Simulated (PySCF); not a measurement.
B₂F₃, SMILES F[B]B(F)F (connectivity only; charge and spin as stated), charge +1, multiplicity 1.

Coordinates come from a ωB97X-D3(BJ)/def2-SVP optimisation. The spin state was assumed, not searched. The isomer is the one that the SMILES or the coordinates give; other isomers of the formula were not compared. The values are those of a single conformer.

Level of theory: r2SCAN/def2-TZVPD (PySCF).

Gas-phase values at a fixed geometry.

```yaml
total_energy: -349.02530 hartree
point_group: C2v
highest_occupied_level: -16.68 eV
lowest_empty_level: -10.60 eV
orbital_gap: 6.08 eV
dipole_moment_about_the_centre_of_nuclear_charge: 3.44 D
mean_static_polarisability: 23.8 bohr³ (3.53 Å³)
polarisability_principal_values: 18.3, 23.8, 29.5 bohr³
```
